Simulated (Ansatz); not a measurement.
Relaxation of CuH$_{3}$O$_{2}$ (6 atoms, charge 0, multiplicity 1), to a largest force component of 0.015 eV/Å in at most 40 steps.

All numbers below come from Ansatz, RKS PBE-D4/def2-SVP.

```xyz
6
Properties=species:S:1:pos:R:3
O -1.764 -0.669 -0.390
Cu 0.307 -1.261 0.240
O 0.345 -3.061 0.246
H -1.571 0.285 -0.788
H -0.186 -2.959 1.080
H -0.254 -3.453 -0.430
```

Q: Where does it end, and by what steps?

A: The forces met the threshold. After 14 steps the energy has fallen by 2.127 eV; Cu2 moved furthest, 1.10 Å. Parted: Cu2–H5.

```json
{"step": "0", "energy less start (eV)": "0.0000", "largest force component (eV/Å)": "3.457", "accepted": "yes"}
{"step": "1", "energy less start (eV)": "-0.9759", "largest force component (eV/Å)": "2.238", "accepted": "yes"}
{"step": "2", "energy less start (eV)": "-1.4248", "largest force component (eV/Å)": "1.245", "accepted": "yes"}
{"step": "3", "energy less start (eV)": "-1.7219", "largest force component (eV/Å)": "0.552", "accepted": "yes"}
{"step": "4", "energy less start (eV)": "-1.8834", "largest force component (eV/Å)": "0.528", "accepted": "yes"}
{"step": "5", "energy less start (eV)": "-2.0001", "largest force component (eV/Å)": "0.758", "accepted": "yes"}
{"step": "6", "energy less start (eV)": "-2.0854", "largest force component (eV/Å)": "0.606", "accepted": "yes"}
{"step": "7", "energy less start (eV)": "-2.1196", "largest force component (eV/Å)": "0.135", "accepted": "yes"}
{"step": "8", "energy less start (eV)": "-2.1220", "largest force component (eV/Å)": "0.177", "accepted": "yes"}
{"step": "9", "energy less start (eV)": "-2.1263", "largest force component (eV/Å)": "0.059", "accepted": "yes"}
{"step": "10", "energy less start (eV)": "-2.1267", "largest force component (eV/Å)": "0.020", "accepted": "yes"}
{"step": "11", "energy less start (eV)": "-2.1246", "largest force component (eV/Å)": "0.342", "accepted": "no"}
{"step": "12", "energy less start (eV)": "-2.1268", "largest force component (eV/Å)": "0.050", "accepted": "yes"}
{"step": "13", "energy less start (eV)": "-2.1269", "largest force component (eV/Å)": "0.016", "accepted": "yes"}
{"step": "14", "energy less start (eV)": "-2.1269", "largest force component (eV/Å)": "0.004", "accepted": "yes"}
```

```xyz
6
Properties=species:S:1:pos:R:3
O -1.814 -0.123 -0.441
Cu -0.711 -1.471 -0.106
O 0.381 -3.037 0.297
H -1.253 0.628 -0.716
H 0.176 -3.339 1.206
H 0.098 -3.775 -0.282
```

Run time: 16 s on 1 thread of Intel(R) Xeon(R) 6975P-C (Granite Rapids) (shared host), peak memory 0.14 GiB.
